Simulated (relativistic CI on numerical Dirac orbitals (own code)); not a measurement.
**Ligand-field terms of d6**

Computed with a parametric ligand-field model of a d^n configuration (Racah B and C, spin-orbit zeta, crystal field), exact diagonalisation.

Field parameters in Wybourne normalisation: Oh B⁴₀ = 21Dq, B⁴₄ = √(5/14) B⁴₀; Td as Oh with Dq negative (B⁴₀ = 21Dq, B⁴₄ = √(5/14) B⁴₀). The field is a parameter set, without covalency.

Q: Lowest levels for B = 590, C = 2990, ζ = 50 cm⁻¹, Oh, 10Dq = 14300 cm⁻¹?

A: A1 0 (S 0.00), T2 3624 (S 2.00), E 3648 (S 2.00), T1 3649 (S 2.00), A1 3684 (S 2.00), T1 3685 (S 2.00), T2 3686 (S 2.00), E 6112 (S 1.00), T2 6113 (S 1.00) cm⁻¹, with S from ⟨S²⟩ = S(S + 1). The ground level has 0.07 electrons in the cubic e pair.

Q: Lowest levels for B = 680, C = 2640, ζ = 90 cm⁻¹, Oh, 10Dq = 18350 cm⁻¹?

A: A1 0 (S 0.00), T2 10924 (S 1.00), E 10925 (S 1.00), T1 10987 (S 1.00), A1 11020 (S 1.00), T2 13652 (S 2.00), T1 13696 (S 2.00), E 13697 (S 2.00), T2 13770 (S 2.00) cm⁻¹, with S from ⟨S²⟩ = S(S + 1). The ground level has 0.05 electrons in the cubic e pair.

Q: Lowest levels for B = 340, C = 1300, ζ = 570 cm⁻¹, Oh, 10Dq = 35550 cm⁻¹?

A: A1 0 (S 0.00), E 31538 (S 1.00), T2 31575 (S 1.00), T1 31899 (S 0.99), A1 32131 (S 1.00), T1 33966 (S 0.77), E 34276 (S 1.00), T2 34567 (S 1.00), A2 34722 (S 1.00) cm⁻¹, with S from ⟨S²⟩ = S(S + 1). The ground level has 0.01 electrons in the cubic e pair.

Q: Lowest levels for B = 940, C = 4060, ζ = 320 cm⁻¹, Oh, 10Dq = 27400 cm⁻¹?

A: A1 0 (S 0.00), T2 15969 (S 1.01), E 15970 (S 1.01), T1 16174 (S 1.02), A1 16293 (S 1.02), T2 19691 (S 1.99), T1 19839 (S 1.99), E 19853 (S 1.98), T2 20136 (S 1.99) cm⁻¹, with S from ⟨S²⟩ = S(S + 1). The ground level has 0.05 electrons in the cubic e pair.

Q: Lowest levels for B = 980, C = 4100, ζ = 510 cm⁻¹, Td, 10Dq = -5150 cm⁻¹?

A: A1 0 (S 2.00), T1 22 (S 2.00), E 43 (S 2.00), T2 71 (S 2.00), A2 99 (S 2.00), T2 4856 (S 2.00), T1 5126 (S 2.00), E 5139 (S 2.00), T2 5499 (S 2.00) cm⁻¹, with S from ⟨S²⟩ = S(S + 1). The ground level has 2.99 electrons in the cubic e pair.
